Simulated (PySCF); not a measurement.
First SCF of a structure search on triplet WF(OH), at a hand-made linear (heavy-atom frame) geometry. PySCF input:

```python
from pyscf import gto, scf, dft
mol = gto.M(atom='''
W      0.000000     0.000000     0.000000
F      0.000000     0.000000     2.010000
O      0.000000     0.000000    -2.000000
H      0.735400     0.000000    -2.617100''',
    basis={'W': 'def2-TZVP', 'F': 'def2-TZVP', 'O': 'def2-TZVP', 'H': 'def2-TZVP'},
    ecp={'W': 'def2-TZVP'},
    charge=0, spin=2)
mf = dft.UKS(mol, xc='PBE0')
mf.grids.atom_grid = (50, 194)
aux = {'W': 'def2-universal-JKFIT', 'F': 'def2-universal-JKFIT', 'O': 'def2-universal-JKFIT', 'H': 'def2-universal-JKFIT'}
mf = mf.density_fit(auxbasis=aux)
mf.conv_tol = 1e-08
mf.diis_space = 10
mf.max_cycle = 60
mf.init_guess = 'minao'
mf.verbose = 4
mf.kernel()
```

Excerpt of the output (cycles alone):

```
init E= -223.74145176702
cycle= 1 E= -242.349402698611  delta_E= -18.6  |g|= 0.848  |ddm|= 4.96
cycle= 2 E= -236.058206380015  delta_E= 6.29  |g|=  3.6  |ddm|= 2.16
cycle= 3 E= -242.596761746081  delta_E= -6.54  |g|= 0.213  |ddm|= 1.98
cycle= 4 E= -242.619583165588  delta_E= -0.0228  |g|= 0.109  |ddm|= 0.47
cycle= 5 E= -242.625151922184  delta_E= -0.00557  |g|= 0.0261  |ddm|= 0.134
cycle= 6 E= -242.625349613437  delta_E= -0.000198  |g|= 0.0163  |ddm|= 0.0206
cycle= 7 E= -242.625455768523  delta_E= -0.000106  |g|= 0.0058  |ddm|= 0.0116
cycle= 8 E= -242.625486507278  delta_E= -3.07e-05  |g|= 0.00222  |ddm|= 0.00956
cycle= 9 E= -242.625500552286  delta_E= -1.4e-05  |g|= 0.00124  |ddm|= 0.00814
cycle= 10 E= -242.625510601029  delta_E= -1e-05  |g|= 0.000874  |ddm|= 0.00767
cycle= 11 E= -242.625520866226  delta_E= -1.03e-05  |g|= 0.000766  |ddm|= 0.00903
cycle= 12 E= -242.625531152715  delta_E= -1.03e-05  |g|= 0.000731  |ddm|= 0.00971
cycle= 13 E= -242.625550948314  delta_E= -1.98e-05  |g|= 0.000682  |ddm|= 0.0199
cycle= 14 E= -242.625564761034  delta_E= -1.38e-05  |g|= 0.000671  |ddm|= 0.0143
cycle= 15 E= -242.625578285984  delta_E= -1.35e-05  |g|= 0.000657  |ddm|= 0.014
cycle= 16 E= -242.625593129194  delta_E= -1.48e-05  |g|= 0.00067  |ddm|= 0.0155
cycle= 17 E= -242.625693370106  delta_E= -0.0001  |g|= 0.00191  |ddm|= 0.123
cycle= 18 E= -242.625649305245  delta_E= 4.41e-05  |g|= 0.000657  |ddm|= 0.0611
cycle= 19 E= -242.625718316442  delta_E= -6.9e-05  |g|= 0.00183  |ddm|= 0.104
cycle= 20 E= -242.625686549281  delta_E= 3.18e-05  |g|= 0.0014  |ddm|= 0.0557
cycle= 21 E= -242.6257351175  delta_E= -4.86e-05  |g|= 0.000591  |ddm|= 0.0835
cycle= 22 E= -242.625739968947  delta_E= -4.85e-06  |g|= 0.000328  |ddm|= 0.0104
cycle= 23 E= -242.625749352191  delta_E= -9.38e-06  |g|= 0.000505  |ddm|= 0.0293
cycle= 24 E= -242.625754814067  delta_E= -5.46e-06  |g|= 0.000181  |ddm|= 0.037
cycle= 25 E= -242.625753598686  delta_E= 1.22e-06  |g|= 0.000619  |ddm|= 0.0163
cycle= 26 E= -242.625755458649  delta_E= -1.86e-06  |g|= 9.16e-05  |ddm|= 0.0212
cycle= 27 E= -242.625755420652  delta_E= 3.8e-08  |g|= 0.000151  |ddm|= 0.00276
cycle= 28 E= -242.625755460146  delta_E= -3.95e-08  |g|= 9.49e-05  |ddm|= 0.00699
cycle= 29 E= -242.625755506738  delta_E= -4.66e-08  |g|= 2.52e-05  |ddm|= 0.00422
cycle= 30 E= -242.625755511007  delta_E= -4.27e-09  |g|= 9.32e-06  |ddm|= 0.000927
Extra cycle  E= -242.625755511036  delta_E= -2.89e-11  |g|= 1.02e-05  |ddm|= 3.05e-05
converged SCF energy = -242.625755511036  <S^2> = 2.1763911  2S+1 = 3.1153755
```

No lower solution of this spin was found from smeared starts or by a stability analysis within the unrestricted form.

Other spin states or occupations of the open shell can lie lower. Spin–orbit coupling, left out here, can matter for elements this heavy.

The search for the lowest solution, 3 starts and the stability check together, took 13 s on 4 threads of a shared Arm Neoverse V2 host, with 108 basis functions; the process peaked at 0.49 GiB. Launch command: `OMP_NUM_THREADS=4 python axn.py task.json out`.
